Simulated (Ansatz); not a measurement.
Cost and result for the atomization energy of `C[CH](F)[GaH][NH2]` (12 atoms, 11 bonds).

```xyz
12

C    -0.186    1.815   -0.386
C     0.672    0.576   -0.278
F     1.331    0.591    0.964
Ga   -0.324   -1.150   -0.423
N    -0.225   -2.194    1.052
H     0.419    2.719   -0.268
H    -0.970    1.831    0.374
H    -0.665    1.852   -1.369
H     1.462    0.617   -1.038
H    -1.160   -1.642   -1.649
H    -0.664   -3.091    1.163
H     0.310   -1.924    1.860
```

The species carries charge 0 and has multiplicity 1. Correlated methods include outer-core shells of Ga, which these sets cover unevenly. Scalar relativity is left out up to krypton. The geometry is a stationary point of PBE0-D4/def2-TZVP. It is one conformer, not always the lowest. Program: Ansatz. All runs use 4 threads of an Arm Neoverse V2 on a shared host. Times are those of one run each, without the atoms' runs, and a repeat can differ threefold. Electronic energies, without spin–orbit coupling; frozen cores. CCSD(T)/CBS adds CCSD(T) − MP2 in def2-TZVPP to the MP2 limit, and its time is that of the two runs behind it. T1 = 0.013. With those shells the extrapolation isn't a true limit. B3LYP takes the VWN-RPA correlation (the form of Gaussian; ORCA's B3LYP/G).

CCSD(T)/CBS is a level of theory with its own doubt, some kJ/mol a heavy atom from the limit and from the frozen cores, so smaller differences don't rank the functionals.

```
                             level  functions  wall time  atomization (kcal/mol)  difference from CCSD(T)/CBS  per bond
   PBE-D4/def2-TZVPP (with forces)        270      2.9 s                  1014.2                         16.3       1.5
                PBE0-D4/def2-TZVPP        270      3.8 s                   995.0                         -2.9      -0.3
r2SCAN-D4/def2-TZVPP (with forces)        270        6 s                   995.9                         -2.0      -0.2
 B3LYP-D4/def2-TZVPP (with forces)        270        6 s                   993.7                         -4.2      -0.4
                 B2PLYP/def2-TZVPP        270        7 s                   984.3                        -13.6      -1.2
                ωB97X-V/def2-TZVPP        270      9.5 s                   999.1                          1.2       0.1
  ωB97M-V/def2-TZVPP (with forces)        270       14 s                   996.4                         -1.5      -0.1
                    MP2/def2-QZVPP        527       32 s                  1000.9                          3.0       0.3
                CCSD(T)/def2-TZVPP        270    5.9 min                   972.7                        -25.2      -2.3
                 CCSD(T)/CBS(def2)          –    6.5 min                   997.9                          0.0       0.0
```

In def2-TZVPP, CCSD(T) changes the Hartree–Fock value by +265.1 kcal/mol (the triples alone add +14.4 kcal/mol) and MP2 by +278.4 kcal/mol; breaking electron pairs costs correlation energy, which Hartree–Fock lacks. From PBE to PBE0 (25 % exact exchange), in def2-TZVPP and without D4, the atomization energy moves by −18.4 kcal/mol: exact exchange takes away binding that semilocal exchange gives to molecules. The D4 term adds +8.5 kcal/mol with B3LYP and +4.5 kcal/mol with PBE0; it sums over pairs of atoms, weighted by their polarisabilities, and B3LYP, whose exchange is more repulsive, gets the larger term.
